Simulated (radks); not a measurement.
Cr3+, configuration [Ne] 3s1 3p6 3d3 4s1 (not the ground configuration).

Method: Dirac Kohn-Sham, PBE, spin-unpolarised, spherical densities, finite nucleus; open shells are shared between the two j in proportion to 2j + 1; Fermi nuclear charge, rms radius 3.6452 fm; computed with a radial shooting solver on a logarithmic mesh with Libxc functionals.

Energy parts (hartree):
| part | energy |
|---|---|
| total | -1045.37802 |
| kinetic | 1057.72085 |
| electron-nucleus | -2459.98003 |
| Hartree | 403.85183 |
| exchange-correlation | -46.97067 |

Orbitals (lengths in bohr, moments of r in powers of bohr; r(90%) holds 90 % of the orbital's charge):
[
 {"orbital": "1s1/2", "occ.": "2", "eigenvalue (hartree)": "-218.0409", "<r^2>": "0.005431", "r(90%)": "0.113", "<r^4>": "0.00007590"},
 {"orbital": "2s1/2", "occ.": "2", "eigenvalue (hartree)": "-26.44584", "<r^2>": "0.1013", "r(90%)": "0.455", "<r^4>": "0.01801"},
 {"orbital": "2p1/2", "occ.": "2", "eigenvalue (hartree)": "-22.74931", "<r^2>": "0.08187", "r(90%)": "0.423", "<r^4>": "0.01374"},
 {"orbital": "2p3/2", "occ.": "4", "eigenvalue (hartree)": "-22.43119", "<r^2>": "0.08356", "r(90%)": "0.427", "<r^4>": "0.01426"},
 {"orbital": "3s1/2", "occ.": "1", "eigenvalue (hartree)": "-4.47431", "<r^2>": "0.8805", "r(90%)": "1.30", "<r^4>": "1.228"},
 {"orbital": "3p1/2", "occ.": "2", "eigenvalue (hartree)": "-3.42620", "<r^2>": "0.9742", "r(90%)": "1.39", "<r^4>": "1.598"},
 {"orbital": "3p3/2", "occ.": "4", "eigenvalue (hartree)": "-3.38498", "<r^2>": "0.9899", "r(90%)": "1.40", "<r^4>": "1.649"},
 {"orbital": "3d3/2", "occ.": "1.2", "eigenvalue (hartree)": "-1.73358", "<r^2>": "1.309", "r(90%)": "1.69", "<r^4>": "3.582"},
 {"orbital": "3d5/2", "occ.": "1.8", "eigenvalue (hartree)": "-1.72897", "<r^2>": "1.315", "r(90%)": "1.70", "<r^4>": "3.613"},
 {"orbital": "4s1/2", "occ.": "1", "eigenvalue (hartree)": "-1.17054", "<r^2>": "6.102", "r(90%)": "3.37", "<r^4>": "54.70"}
]

The highest occupied level is 4s1/2 at -31.852 eV. The electron density at the nucleus is 1.138e+04 e/bohr^3. Summed over all electrons, <r^2> = 17.54 bohr^2, which gives a Langevin (diamagnetic) susceptibility term of -13.9 x 10^-6 cm^3/mol. The density falls to 0.001 e/bohr^3 at r = 3.49 bohr.
